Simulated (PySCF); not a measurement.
SiF2Cl2.
Structure used (PBE0-D3(BJ)/def2-SVP), in Å, numbered top down from 1:
```xyz
5
Cl2F2Si angstrom
Si     0.0606   -0.0004    0.0449
F      0.0768   -0.0163    1.6418
F      1.5772    0.0084   -0.4546
Cl    -0.8621    1.6766   -0.5978
Cl    -0.8525   -1.6682   -0.6343
```

The closed-shell ground state was solved at several levels (PySCF, density fitting, gas phase, non-relativistic).

```
         level  basis functions  HOMO (eV)  LUMO (eV)  gap (eV)  dipole (D)
PBE0/def2-SVPD              124     -10.10      -0.65      9.45        0.83
 PBE0/pcSseg-1              106     -10.11      -0.27      9.84        0.63
```

Estimate the row for B3LYP/pcSseg-1, a basis of 106 functions; the other rows only guide the guess.

HOMO -9.77 eV, LUMO -0.54 eV, gap 9.23 eV, dipole 0.64 D.

Over all these levels, which gives the widest orbital gap and which the narrowest?

PBE0/pcSseg-1 (global hybrid, 25 % exact exchange) has the widest, 9.84 eV, and B3LYP/pcSseg-1 (global hybrid, 20 % exact exchange) the narrowest, 9.23 eV. The two share the basis. From the narrowest to the widest the HOMO moves by -0.34 eV and the LUMO by +0.27 eV.

How far do the dipole and the HOMO energy spread over the levels?

The dipole runs from 0.63 to 0.83 D (mean 0.70 D) and the HOMO from -10.11 to -9.77 eV.
